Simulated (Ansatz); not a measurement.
# Ligand exchange: InH2Cl + C4H10S → InH2(SH) + C4H9Cl

Species: InH2Cl `[Cl][InH2]`, singlet; C4H10S (2-methyl-2-propanethiol) `CC(C)(C)S`, singlet; InH2(SH), singlet; C4H9Cl (2-chloro-2-methylpropane) `CC(C)(C)Cl`, singlet. The partners trade Cl for SH: In–Cl and C–SH bonds give way to In–SH and C–Cl.

Shapes, held fixed at every level: PBE0-D4/def2-TZVP. Flexible molecules stand in one conformer, not always the lowest. Programs: Ansatz 0.2.0. The zero-point and thermal change to 298 K, harmonic and unscaled (PBE0-D4/def2-TZVP), is -0.6 kJ/mol.

```json
{"level": "HF/def2-SVP", "kind": "Hartree–Fock", "ΔH(298 K) (kJ/mol)": "+35.4", "less CCSD(T)/def2-TZVPP": "+8.7"}
{"level": "B3LYP-D4/def2-TZVPP", "kind": "global hybrid", "ΔH(298 K) (kJ/mol)": "+27.0", "less CCSD(T)/def2-TZVPP": "+0.3"}
{"level": "BHLYP-D4/def2-TZVPP", "kind": "global hybrid", "ΔH(298 K) (kJ/mol)": "+30.0", "less CCSD(T)/def2-TZVPP": "+3.3"}
{"level": "r2SCAN0-D4/def2-TZVPP", "kind": "global hybrid", "ΔH(298 K) (kJ/mol)": "+27.0", "less CCSD(T)/def2-TZVPP": "+0.3"}
{"level": "MP2/def2-SVP", "kind": "perturbation theory", "ΔH(298 K) (kJ/mol)": "+33.7", "less CCSD(T)/def2-TZVPP": "+7.0"}
{"level": "MP2/def2-TZVPP", "kind": "perturbation theory", "ΔH(298 K) (kJ/mol)": "+28.1", "less CCSD(T)/def2-TZVPP": "+1.4"}
{"level": "CCSD/def2-SVP", "kind": "coupled cluster or CI", "ΔH(298 K) (kJ/mol)": "+31.6", "less CCSD(T)/def2-TZVPP": "+4.9"}
{"level": "CCSD(T)/def2-TZVPP", "kind": "coupled cluster or CI", "ΔH(298 K) (kJ/mol)": "+26.7", "less CCSD(T)/def2-TZVPP": "0.0"}
```

The highest level, CCSD(T)/def2-TZVPP, gives ΔH(298 K) = +26.7 kJ/mol; the levels span +26.7 to +35.4. The column of differences is taken from that level and isn't an error. No measured value is set beside it here. For atoms past krypton def2 sets carry core potentials with scalar relativity. Outer-core shells of In are correlated, in sets that cover them unevenly.
